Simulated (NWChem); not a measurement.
System meant: CH4BeS; SMILES [S]([BeH])C

The following NWChem deck was run.

```
start job
memory heap 200 mb stack 900 mb global 1100 mb
geometry units angstroms noautosym nocenter noautoz
  Be    -0.407839    -1.638910    -0.003434
  H     -1.229549    -2.698993    -0.003169
  S      0.787213    -0.141250    -0.005005
  C     -0.410354     1.271043     0.000621
  H     -1.113477     1.219475    -0.851451
  H      0.194946     2.191241    -0.100251
  H     -0.970951     1.320049     0.952677
end
basis spherical
  * library 6-31g*
end
dft
  xc m06-l
  iterations 150
end
property
  shielding
end
task dft property
```

End of the output:

```
 Vector   18  Occ=0.000000D+00  E= 4.184642D-02
              MO Center= -2.6D-01, -4.3D-01,  9.3D-04, r^2= 4.3D+00
   Bfn.  Coefficient  Atom+Function         Bfn.  Coefficient  Atom+Function
  ----- ------------  ---------------      ----- ------------  ---------------
     6      1.269015  1 Be s                 26     -1.159464  3 S  s
    27      0.842814  3 S  px                 8      0.605443  1 Be py
    42     -0.569875  4 C  py                40      0.358691  4 C  s
    23      0.340380  3 S  px                16     -0.336418  2 H  s
    41      0.322342  4 C  px                22     -0.281213  3 S  s

 center of mass
 --------------
 x =   0.44497954 y =  -0.06582474 z =  -0.00615575

 moments of inertia (a.u.)
 ------------------
         218.740704876601           7.883898022362           0.232808632244
           7.883898022362          91.379684462320          -0.301846805559
           0.232808632244          -0.301846805559         298.294574898530

     Multipole analysis of the density
     ---------------------------------

     L   x y z        total         alpha         beta         nuclear
     -   - - -        -----         -----         ----         -------
     0   0 0 0     -0.000000    -15.000000    -15.000000     30.000000

     1   1 0 0     -0.468289     -5.320245     -5.320245     10.172200
     1   0 1 0      0.389217     -0.601335     -0.601335      1.591886
     1   0 0 1      0.001884      0.088138      0.088138     -0.174391

     2   2 0 0    -21.124312    -37.922425    -37.922425     54.720538
     2   1 1 0     -2.172543      0.929172      0.929172     -4.030888
     2   1 0 1      0.001487      0.092780      0.092780     -0.184073
     2   0 2 0    -19.589516    -74.203152    -74.203152    128.816788
     2   0 1 1     -0.007568     -0.087160     -0.087160      0.166752
     2   0 0 2    -19.949237    -12.908378    -12.908378      5.867519

          -----------------------------------------
          Chemical Shielding Tensors (GIAO, in ppm)
          -----------------------------------------

 ------------------------------------------------------------------------
  xm06: d2 not coded                    0
 ------------------------------------------------------------------------
 ------------------------------------------------------------------------
  current input line :
    22: task dft property
 ------------------------------------------------------------------------
 ------------------------------------------------------------------------
 This error has not yet been assigned to a category
 ------------------------------------------------------------------------
 For more information see the NWChem manual at https://nwchemgit.github.io

0: xm06: d2 not coded:Received an Error in Communication
```

Problem. What is wrong, and how is it mended?

Solution. The program stopped with an error. Cause: this functional's second derivatives, which shieldings need, aren't coded here; the fix takes a hybrid GGA instead. This input runs:
```
start job
memory heap 200 mb stack 900 mb global 1100 mb
geometry units angstroms noautosym nocenter noautoz
  Be    -0.407839    -1.638910    -0.003434
  H     -1.229549    -2.698993    -0.003169
  S      0.787213    -0.141250    -0.005005
  C     -0.410354     1.271043     0.000621
  H     -1.113477     1.219475    -0.851451
  H      0.194946     2.191241    -0.100251
  H     -0.970951     1.320049     0.952677
end
basis spherical
  Be library 6-31g*
  H library 6-31g*
  S library 6-31g*
  C library 6-31g*
end
dft
  xc pbe0
  iterations 150
end
property
  shielding
end
task dft property
```
It converges to -453.22524 Ha (PBE0/6-31G* (spherical d), GIAO).
